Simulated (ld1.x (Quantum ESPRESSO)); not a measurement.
## Which change was made? (Co, RRKJ)

Co, norm-conserving RRKJ (Kleinman–Bylander form), made with ld1.x (Quantum ESPRESSO) 7.5 (revPBE, scalar-relativistic). Core [Ar], reference 3d7 4s2 4p0. Waves: 4p (bound, empty): rc 2.40 bohr; 3d (bound): rc 1.75 bohr; 4s (bound): rc 2.00 bohr. Local part: the s channel. Core correction: a·sin(br)/r model core inside 1.00 bohr.

Cutoffs, loose and tight: the cutoffs (Ry, on a coarse ladder) from which the occupation-weighted sum of valence levels, in a spherical-Bessel basis at the reference potential, stays within 10 and 1 mRy of its value at 400 Ry. They do not see the model core or the augmentation charge, which bear on the density cutoff. Test errors are all-electron minus pseudo excitation energies from the reference, over the configurations 3d7 4s1 4p0; 3d7 4s0 4p0; 3d6 4s0 4p0; 3d6 4s2 4p0; 3d7 4s1 4p1; 3d7 4s0 4p2; 3d7 4s1.5 4p0; variants that change the core or the reference have their own tests. The largest error is taken over the tests solved by every variant that gives reliable tests at all, those not shown here included: 3d6 4s0 4p0; 3d7 4s0 4p0; 3d7 4s0 4p2; 3d7 4s1 4p1; 3d7 4s1.5 4p0.

The base gives: outcome: generated; cutoff, loose: 60 Ry; cutoff, tight: 90 Ry; bound ghosts: none; largest test error (meV): -346.

Question: After one change the result is: outcome: generated; cutoff, loose: 230 Ry; cutoff, tight: 260 Ry; bound ghosts: none; largest test error (meV): +108. Which change was it?
A. core [Ne], valence charge 17; reference 3s2 3p6 3d8 4s1 4p0; waves now 3s (bound): rc 1.00 bohr; 3p (bound): rc 1.30 bohr; 3d (bound): rc 0.85 bohr; local potential all-electron potential smoothed inside 0.95 bohr (lloc = -1); core correction none
B. wave 3d (bound): rc 1.75 bohr becomes 3d (bound): rc 1.96 bohr
C. all radii but the core radius scaled by about 0.85 (s 1.70, p 2.04, d 1.48 bohr)

Answer: A. The others give: all radii but the core radius scaled by about 0.85 (s 1.70, p 2.04, d 1.48 bohr) → outcome: generated; cutoff, loose: 80 Ry; cutoff, tight: 120 Ry; bound ghosts: none; largest test error (meV): -430 | wave 3d (bound): rc 1.75 bohr becomes 3d (bound): rc 1.96 bohr → outcome: generated; cutoff, loose: 50 Ry; cutoff, tight: 70 Ry; bound ghosts: none; largest test error (meV): -282.
